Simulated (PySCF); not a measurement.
Basis and Hamiltonian dependence of the excitation energy of Tc

Tc [Kr] 4d5 5s2 (6S) → Tc [Kr] 4d6 5s1 (6D). All values are computed (PySCF 2.14, energy differences of UHF-based or UKS calculations, no spin-orbit coupling). Values in eV.

| basis | Hamiltonian | functions | UHF | PBE | PBE0 | MP2 (valence) | CCSD(T) (valence) | CCSD(T) (valence and next inner shell) |
| --- | --- | --- | --- | --- | --- | --- | --- | --- |
| ANO-RCC-VTZP | spin-free X2C | 68 | 0.716 | n/a | n/a | 0.369 | 0.537 | 0.565 |
| aug-cc-pwCVDZ-PP with ECP28MDF | ECP | 70 | 0.784 | -0.104 | 0.019 | 0.549 | 0.692 | 0.814 |
| x2c-TZVPPall | spin-free X2C | 79 | 0.706 | -0.245 | -0.105 | 0.378 | 0.549 | 0.578 |
| def2-QZVPPD with the def2 core potential (28 electrons) | ECP | 88 | 0.736 | -0.125 | -0.010 | 0.423 | n/a | n/a |
| aug-cc-pVTZ-DK | spin-free X2C | 102 | 0.713 | -0.231 | -0.092 | 0.408 | 0.556 | n/a |
| aug-cc-pVTZ-PP with one added diffuse shell each of s, p, d, f, g type with ECP28MDF | ECP | 113 | 0.762 | -0.120 | 0.002 | 0.471 | n/a | n/a |
| x2c-QZVPPall | spin-free X2C | 118 | 0.712 | -0.234 | -0.095 | 0.373 | n/a | n/a |
| aug-cc-pwCVTZ-PP with ECP28MDF | ECP | 122 | 0.759 | -0.121 | 0.000 | 0.421 | n/a | n/a |

Frozen in the all-electron rows: valence: [Kr]; valence and next inner shell: [Ar] 3d10; with a core potential, the same shells as far as they lie outside it.

Reference for a calculation without spin-orbit coupling: 0.406 eV (measured, between term centres; NIST).
